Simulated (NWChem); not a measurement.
System: C2H6MgO; SMILES C[O][Mg][CH3]

NWChem printed, in part:

```
             Northwest Computational Chemistry Package (NWChem) 7.3.0
             --------------------------------------------------------

 C1  symmetry detected

                             Geometry "geometry" -> ""
                             -------------------------

 Output coordinates in angstroms (scale by  1.889725989 to convert to a.u.)

  No.       Tag          Charge          X              Y              Z
 ---- ---------------- ---------- -------------- -------------- --------------
    1 Mg                  12.0000    -0.00536221    -0.62805075    -0.00102210
    2 C                    6.0000     0.00534708    -2.71170169     0.00057440
    3 H                    1.0000    -0.10339821    -3.12383431    -1.01678407
    4 H                    1.0000    -0.81800325    -3.12541919     0.60708998
    5 H                    1.0000     0.94555279    -3.11444975     0.41394124
    6 O                    8.0000    -0.01026155     1.15141643     0.00039108
    7 C                    6.0000     0.00812951     2.52161697     0.00014993
    8 H                    1.0000     0.56301767     2.93596721     0.86712124
    9 H                    1.0000     0.48987794     2.93657879    -0.90903043
   10 H                    1.0000    -1.01146756     2.95694313     0.04245263

 Effective nuclear repulsion energy (a.u.)     132.0072103789

                                 NWChem DFT Module
                                 -----------------

 Summary of "ao basis" -> "ao basis" (spherical)
 ------------------------------------------------------------------------------
       Tag                 Description            Shells   Functions and Types
 ---------------- ------------------------------  ------  ---------------------
 Mg                        def2-tzvp                12       32   5s4p3d
 C                         def2-tzvp                11       31   5s3p2d1f
 H                         def2-tzvp                 4        6   3s1p
 O                         def2-tzvp                11       31   5s3p2d1f

            General Information
            -------------------
          SCF calculation type: DFT
          Wavefunction type:  closed shell.
          No. of atoms     :    10
          No. of electrons :    38
           Alpha electrons :    19
            Beta electrons :    19
          Charge           :     0
          Spin multiplicity:     1
          Use of symmetry is: off; symmetry adaption is: off
          Maximum number of iterations: 150
          AO basis - number of functions:   161
                     number of shells:    69
          Convergence on energy requested:  1.00D-06
          Convergence on density requested:  1.00D-05
          Convergence on gradient requested:  5.00D-04

              XC Information
              --------------
                   Becke 97-2 Method XC Functional
                     Hartree-Fock (Exact) Exchange  0.210
                 Becke 1997-2  Exchange Functional  1.000
                Becke 1997-2 Correlation Potential  1.000

             Grid Information
             ----------------
          Grid used for XC integration:  medium
          Radial quadrature: Mura-Knowles
          Angular quadrature: Lebedev.
          Tag              B.-S. Rad. Rad. Pts. Rad. Cut. Ang. Pts.
          ---              ---------- --------- --------- ---------
          Mg                  1.50       88          11.0       590
          C                   0.70       49          14.0       434
          H                   0.35       45          14.0       434
          O                   0.60       49          12.0       434
          Grid pruning is: on
          Number of quadrature shells:   505
          Spatial weights used:  Erf1

      Superposition of Atomic Density Guess
      -------------------------------------

 Sum of atomic energies:        -352.73245004

      Non-variational initial energy
      ------------------------------

 Total energy =    -354.218349
 1-e energy   =    -748.048677
 2-e energy   =     261.823118
 HOMO         =      -0.355592
 LUMO         =      -0.075738

     ---------------------------------------------
      Total Density - Mulliken Population Analysis
     ---------------------------------------------

    Atom       Charge   Shell Charges
 -----------   ------   -------------------------------------------------------
    1 Mg  12    10.92   2.00  0.71  1.28  0.53  0.16  5.12  0.88  0.12  0.03  0.00  0.07  0.02
    2 C    6     6.95   0.86  1.12  0.55  0.72  0.13  1.28  1.61  0.67  0.01  0.01  0.00
    3 H    1     0.81   0.24  0.43  0.12  0.02
    4 H    1     0.81   0.24  0.43  0.12  0.02
    5 H    1     0.81   0.24  0.43  0.12  0.02
    6 O    8     8.92   0.79  1.18  0.59  0.97  0.24  2.09  2.26  0.78  0.00  0.01  0.00
    7 C    6     6.19   0.86  1.12  0.53  0.65  0.13  1.13  1.28  0.36  0.03  0.08  0.01
    8 H    1     0.87   0.25  0.45  0.15  0.02
    9 H    1     0.87   0.25  0.45  0.15  0.02
   10 H    1     0.87   0.25  0.45  0.15  0.02

   convergence    iter        energy       DeltaE   RMS-Dens  Diis-err
 ---------------- ----- ----------------- --------- --------- ---------
 d= 0,ls=0.0,diis     1   -355.0684462911 -4.87D+02  6.79D-03  8.52D-01
 d= 0,ls=0.0,diis     2   -354.9064798271  1.62D-01  4.60D-03  2.57D+00
 d= 0,ls=0.0,diis     3   -355.1529603813 -2.46D-01  5.96D-04  3.49D-02
 d= 0,ls=0.0,diis     4   -355.1555304710 -2.57D-03  2.86D-04  7.09D-03
 d= 0,ls=0.0,diis     5   -355.1563792719 -8.49D-04  6.05D-05  1.98D-04
  Resetting Diis
 d= 0,ls=0.0,diis     6   -355.1564043925 -2.51D-05  1.87D-05  3.07D-05
 d= 0,ls=0.0,diis     7   -355.1564081738 -3.78D-06  7.26D-06  8.77D-07
 d= 0,ls=0.0,diis     8   -355.1564081031  7.07D-08  3.69D-06  1.69D-06

         Total DFT energy =     -355.156408103121
      One electron energy =     -752.910817276833
           Coulomb energy =      303.991665800001
    Exchange-Corr. energy =      -38.244467005227
 Nuclear repulsion energy =      132.007210378937

 Numeric. integr. density =       37.999996293629

                       DFT Final Molecular Orbital Analysis
                       ------------------------------------

 Vector   17  Occ=2.000000D+00  E=-2.585425D-01
              MO Center=  3.9D-03, -2.3D+00, -1.7D-04, r^2= 1.7D+00
   Bfn.  Coefficient  Atom+Function         Bfn.  Coefficient  Atom+Function
  ----- ------------  ---------------      ----- ------------  ---------------
    39      0.324324   2 C  py               42      0.305827   2 C  py
     4      0.278827   1 Mg s                45      0.214369   2 C  py
     3     -0.154855   1 Mg s                37      0.121014   2 C  s
    13     -0.116761   1 Mg py                7      0.108773   1 Mg py
    36      0.104258   2 C  s                86     -0.090325   6 O  s

 Vector   18  Occ=2.000000D+00  E=-2.451202D-01
              MO Center= -3.1D-02,  1.6D+00, -8.2D-02, r^2= 1.7D+00
   Bfn.  Coefficient  Atom+Function         Bfn.  Coefficient  Atom+Function
  ----- ------------  ---------------      ----- ------------  ---------------
    87      0.307098   6 O  px               90      0.263817   6 O  px
    89     -0.256248   6 O  pz               92     -0.220136   6 O  pz
    93      0.219096   6 O  px               95     -0.182815   6 O  pz
   151     -0.155993   9 H  s               152     -0.135519   9 H  s
   157      0.134045  10 H  s               158      0.116205  10 H  s

 Vector   19  Occ=2.000000D+00  E=-2.451072D-01
              MO Center=  2.2D-02,  1.6D+00,  8.3D-02, r^2= 1.7D+00
   Bfn.  Coefficient  Atom+Function         Bfn.  Coefficient  Atom+Function
  ----- ------------  ---------------      ----- ------------  ---------------
    89      0.307170   6 O  pz               92      0.263898   6 O  pz
    87      0.256160   6 O  px               90      0.220045   6 O  px
    95      0.219068   6 O  pz               93      0.182824   6 O  px
   145     -0.167464   8 H  s               146     -0.145641   8 H  s
   120     -0.104791   7 C  pz              144     -0.104422   8 H  s

 Vector   20  Occ=0.000000D+00  E=-2.740976D-02
              MO Center= -9.8D-03, -8.7D-01, -4.8D-03, r^2= 6.9D+00
   Bfn.  Coefficient  Atom+Function         Bfn.  Coefficient  Atom+Function
  ----- ------------  ---------------      ----- ------------  ---------------
     5      1.406202   1 Mg s                37     -0.918017   2 C  s
   117     -0.360999   7 C  s                45     -0.303810   2 C  py
    16     -0.277311   1 Mg py               86     -0.240540   6 O  s
     4      0.181920   1 Mg s               116      0.152116   7 C  s
     3     -0.138672   1 Mg s                35     -0.136485   2 C  s

 Vector   21  Occ=0.000000D+00  E= 1.826862D-02
              MO Center=  3.9D-02, -7.1D-01,  3.5D-02, r^2= 6.1D+00
   Bfn.  Coefficient  Atom+Function         Bfn.  Coefficient  Atom+Function
  ----- ------------  ---------------      ----- ------------  ---------------
    17      0.993425   1 Mg pz              152     -0.174605   9 H  s
    14      0.159220   1 Mg pz              146      0.150322   8 H  s
    46     -0.136732   2 C  pz               29     -0.127511   1 Mg d -1
     8     -0.125548   1 Mg pz               95     -0.121758   6 O  pz
    89     -0.108522   6 O  pz               66      0.097531   3 H  s

 Vector   22  Occ=0.000000D+00  E= 1.831397D-02
              MO Center= -3.9D-02, -7.1D-01, -3.4D-02, r^2= 6.1D+00
   Bfn.  Coefficient  Atom+Function         Bfn.  Coefficient  Atom+Function
  ----- ------------  ---------------      ----- ------------  ---------------
    15      0.993738   1 Mg px              158     -0.174455  10 H  s
    12      0.159196   1 Mg px               44     -0.136646   2 C  px
    28     -0.127633   1 Mg d -2              6     -0.125532   1 Mg px
    93     -0.122423   6 O  px              146      0.122166   8 H  s
    87     -0.108699   6 O  px               78     -0.094265   5 H  s

[...]
```

Level: B97-2/def2-TZVP. Coordinates come from a PBE0/def2-SVP optimisation.

Q: Write an input that gives this output.

A: Several could match; the one computed here: the input that was run:
```
start job
memory heap 200 mb stack 900 mb global 1100 mb
geometry units angstroms noautoz
  Mg    -0.545976     0.407368     0.147449
  C     -1.785996     1.299592     1.564490
  H     -1.925151     0.657888     2.450802
  H     -2.789135     1.510332     1.156777
  H     -1.373766     2.258743     1.921086
  O      0.515798    -0.350364    -1.062926
  C      1.350868    -0.923536    -1.985921
  H      1.866940    -0.168256    -2.613972
  H      2.146155    -1.535231    -1.512390
  H      0.810235    -1.595865    -2.683464
end
basis spherical
  Mg library def2-tzvp
  C library def2-tzvp
  H library def2-tzvp
  O library def2-tzvp
end
dft
  xc becke97-2
  iterations 150
  mulliken
end
task dft energy
```
